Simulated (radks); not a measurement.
Results of a calculation; reference values are marked as such.
Task: All-electron atom: Br2+ in [Ar] 3d10 4s2 4p3. Code: a radial shooting solver on a logarithmic mesh with Libxc functionals. Model: Dirac Kohn-Sham, PBE, spin-unpolarised, spherical densities, finite nucleus; open shells fill j = l - 1/2 first; Fermi nuclear charge, rms radius 4.1629 fm. Some entries of the table are withheld. Estimate them.

orbital,occ.,eigenvalue (hartree),<r^2> (bohr^2)
1s1/2,2,(1),0.002461
2s1/2,2,(2),0.04230
2p1/2,2,-58.21282,0.03251
2p3/2,4,-56.46694,0.03396
3s1/2,2,-9.62535,0.3495
3p1/2,2,(3),0.3633
3p3/2,4,(4),0.3769
3d3/2,4,-3.35297,(5)
3d5/2,6,-3.31298,(6)
4s1/2,2,-1.53365,2.876
4p1/2,2,-1.05022,3.860
4p3/2,1,-1.02646,3.988

Result: 
(1) 1s1/2 eigenvalue (hartree): -490.1482
(2) 2s1/2 eigenvalue (hartree): -64.54545
(3) 3p1/2 eigenvalue (hartree): -7.42308
(4) 3p3/2 eigenvalue (hartree): -7.17173
(5) 3d3/2 <r^2> (bohr^2): 0.4263
(6) 3d5/2 <r^2> (bohr^2): 0.4321
